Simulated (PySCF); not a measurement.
C4H7FO. Atoms are numbered in the order given.

```xyz
13

C      1.9081     0.6790     0.0235
O      1.0500    -0.4503     0.0703
C     -0.2669    -0.1646    -0.1225
F     -0.5292     0.2512    -1.4056
C     -1.1030     0.4505     0.9516
C     -1.2831    -1.0168     0.5329
H      1.6394     1.4193     0.7990
H      2.9280     0.3163     0.2078
H      1.8688     1.1691    -0.9632
H     -1.8778     1.1599     0.6501
H     -0.6301     0.6480     1.9173
H     -0.9231    -1.7919     1.2136
H     -2.1722    -1.2676    -0.0505
```

Coordinates come from a B3LYP-D3(BJ)/def2-SVP optimisation. The values are those of a single conformer.

The numbers are results of r2SCAN/def2-TZVP run with PySCF, not measurements.

Computed frontier levels, gap, dipole moment and polarisability:
```yaml
highest_occupied_level: -6.51 eV
lowest_empty_level: 1.39 eV
orbital_gap: 7.91 eV
dipole_moment: 0.335 e·Å
quadrupole, principal values (traceless, Buckingham form, about the centre of nuclear charge): -3.58, -2.17, 5.75 D·Å
mean_static_polarisability: 52.1 bohr³ (7.72 Å³)
polarisability_principal_values: 47.0, 49.2, 60.0 bohr³
```
